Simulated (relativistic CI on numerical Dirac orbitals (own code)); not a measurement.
# Mn⁴⁺: M2,3 absorption edge

Computed with this model: Dirac-Coulomb-Breit CI, KLI orbitals optimised for each configuration, QED by a radiative potential, valence Slater integrals scaled by 0.8, multiplet model of core-to-valence dipole absorption; configurations [Ar] 3d3 → [Ne] 3s2 3p5 3d4; 10 K; Lorentzian 1.2 eV and Gaussian 0.3 eV FWHM. Energies are those of the free ion, without screening or charge transfer. The branching ratio is the share of the lower-energy edge in the whole absorption, uncertain by about 0.02 where the edges overlap. S is read from ⟨S²⟩ = S(S + 1).

Field parameters in Wybourne normalisation: D3d B²₀ = −7Dσ, B⁴₀ = −14Dq − 21Dτ, B⁴₃ = −14√(10/7) Dq; D4h B²₀ = −7Ds, B⁴₀ = 21(Dq − Dt), B⁴₄ = 21√(5/14) Dq; Oh B⁴₀ = 21Dq, B⁴₄ = √(5/14) B⁴₀; Td as Oh with Dq negative (B⁴₀ = 21Dq, B⁴₄ = √(5/14) B⁴₀). The field is a parameter set, without covalency.

free ion: ground-state S = 1.50, centroid 60.82 eV. Peaks (eV, height): 50.8 (8), 56.2 (64), 60.5 (100), 66.5 (95).

Oh, 10Dq = 37450 cm⁻¹: ground-state S = 1.50, centroid 61.73 eV. Peaks (eV, height): 49.5 (16), 53.2 (11), 55.0 (21), 59.2 (100), 63.5 (35), 65.5 (58), 68.2 (27), 72.0 (31).

D3d, 10Dq = 15900, Dσ = -1060, Dτ = 440 cm⁻¹: ground-state S = 1.50, centroid 61.32 eV. Peaks (eV, height): 51.5 (15), 57.0 (100), 59.2 (40), 62.5 (69), 63.8 (76), 68.8 (77).

Td, 10Dq = -12050 cm⁻¹: ground-state S = 1.50, centroid 61.04 eV. Peaks (eV, height): 50.0 (9), 56.8 (76), 60.0 (43), 61.8 (99), 67.0 (100).

D4h, 10Dq = 29300, Ds = -840, Dt = -730 cm⁻¹: ground-state S = 1.50, centroid 61.65 eV. Peaks (eV, height): 49.5 (14), 53.2 (12), 54.5 (18), 58.8 (100), 65.0 (55), 67.2 (31), 71.2 (37).

Td, 10Dq = -5500 cm⁻¹: ground-state S = 1.50, centroid 60.94 eV. Peaks (eV, height): 50.0 (8), 56.5 (69), 61.0 (100), 66.8 (97).

Strongest unbroadened transitions for D3d, 10Dq = 15900, Dσ = -1060, Dτ = 440 cm⁻¹:

| Energy (eV) | Relative strength |
| --- | --- |
| 56.90 | 100.0 |
| 56.94 | 67.4 |
| 57.76 | 35.1 |
| 57.93 | 48.7 |
| 59.10 | 29.9 |
| 62.20 | 59.1 |
| 62.21 | 32.3 |
| 62.58 | 73.0 |
| 63.83 | 38.8 |
| 63.90 | 42.3 |
| 63.92 | 32.3 |
| 68.51 | 75.9 |
| 68.69 | 38.3 |
| 68.70 | 43.4 |
| 68.74 | 53.2 |
| 69.11 | 74.0 |
| 69.15 | 56.9 |
| 69.16 | 29.1 |
